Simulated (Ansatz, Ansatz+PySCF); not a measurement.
```yaml
atoms:
  - { symbol: C, position_ang: [0.0098, -0.4075, -0.0961] }
  - { symbol: O, position_ang: [0.0041, -0.3711, 1.0977] }
  - { symbol: O, position_ang: [-0.0024, 0.6541, -0.9103] }
  - { symbol: H, position_ang: [-0.0078, -1.3363, -0.6938] }
  - { symbol: H, position_ang: [-0.0063, 1.4500, -0.3355] }
```

Basis set: def2-SVP (spherical functions). Frozen core: 3 orbitals. Charge 0, multiplicity 1.

Computed with Ansatz (development build ahead of 0.2.0); each method stands on the lowest determinant of its kind that the runs found. Restricted open shells among the atoms or ions are ROHF, correlated in semicanonical orbitals with singles.

The atomization energy at this shape (free ground-state atoms in the same class of orbitals less the molecule, no zero-point energy) of singlet CH2O2:

```
     method  atomization energy
RHF-CCSD(T)     473.79 kcal/mol
    RHF-MP2     489.58 kcal/mol
        RHF     344.42 kcal/mol
```

Question: What does UHF give?

Answer: 335.55 kcal/mol.
